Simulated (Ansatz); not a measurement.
The cluster Pd₃Au, 4 atoms. Hardware: 2 threads of AMD EPYC 7R13 on a shared host.

In the def2 sets Au, Pd take a core potential; there is no spin–orbit coupling. Correlated methods freeze no core orbitals; core or outer-core shells of Pd, Au are correlated, in sets that lack core-valence functions.

**Question.** How many basis functions does each of these Ansatz runs have, and roughly what does it cost? r2SCAN-D4/def2-TZVP, charge 1 singlet at the geometry of the charge 0 doublet, energy, from earlier orbitals; r2SCAN-D4/def2-TZVPD, charge 0 doublet, energy, from earlier orbitals; r2SCANh-D4/def2-TZVP, charge 0 quartet, energy, from earlier orbitals; ωB97M-V/def2-TZVP, charge 0 doublet, energy, from earlier orbitals; B3LYP-D4/def2-SVP, charge 0 quartet, relaxation, 7 steps; PBE0-D4/def2-SVP, charge 0 doublet, energy, from earlier orbitals; PBE0-D4/def2-SVP, charge 0 quartet, energy with a search over starts; PBE0-D4/def2-SVP, charge 0 doublet, energy with a search over starts; LC-ωPBE/def2-TZVP, charge 0 quartet, energy, from earlier orbitals; MP2/def2-TZVP, charge 0 quartet, energy, from earlier orbitals; revPBE-D4/def2-TZVP, charge 0 doublet, energy, from earlier orbitals; r2SCAN-D4/def2-TZVP, charge 0 doublet, energy, from earlier orbitals.

**Answer.** Other jobs shared the machine, so times can vary by a factor of up to 3. A dash marks memory too small to be measured apart from the calling script's.

| run | functions | fitting or Cholesky vectors | wall time | peak host memory (GiB) |
| --- | --- | --- | --- | --- |
| revPBE-D4/def2-TZVP, charge 0 doublet, energy, from earlier orbitals | 160 | 1435 | 6.5 s | – |
| r2SCAN-D4/def2-TZVP, charge 1 singlet at the geometry of the charge 0 doublet, energy, from earlier orbitals | 160 | 1435 | 11 s | – |
| PBE0-D4/def2-SVP, charge 0 doublet, energy, from earlier orbitals | 125 | 1322 | 12 s | 0.55 |
| r2SCAN-D4/def2-TZVP, charge 0 doublet, energy, from earlier orbitals | 160 | 1435 | 15 s | – |
| r2SCAN-D4/def2-TZVPD, charge 0 doublet, energy, from earlier orbitals | 163 | 1445 | 19 s | – |
| PBE0-D4/def2-SVP, charge 0 doublet, energy with a search over starts | 125 | 1322 | 24 s | 0.55 |
| PBE0-D4/def2-SVP, charge 0 quartet, energy with a search over starts | 125 | 1324 | 37 s | 0.6 |
| r2SCANh-D4/def2-TZVP, charge 0 quartet, energy, from earlier orbitals | 160 | 1435 | 44 s | 0.79 |
| LC-ωPBE/def2-TZVP, charge 0 quartet, energy, from earlier orbitals | 160 | 1435 | 51 s | 0.66 |
| MP2/def2-TZVP, charge 0 quartet, energy, from earlier orbitals | 160 | 1546 | 69 s | 0.74 |
| B3LYP-D4/def2-SVP, charge 0 quartet, relaxation, 7 steps | 125 | 1497 | 74 s | 0.58 |
| ωB97M-V/def2-TZVP, charge 0 doublet, energy, from earlier orbitals | 160 | 1438 | 2.4 min | 1.4 |
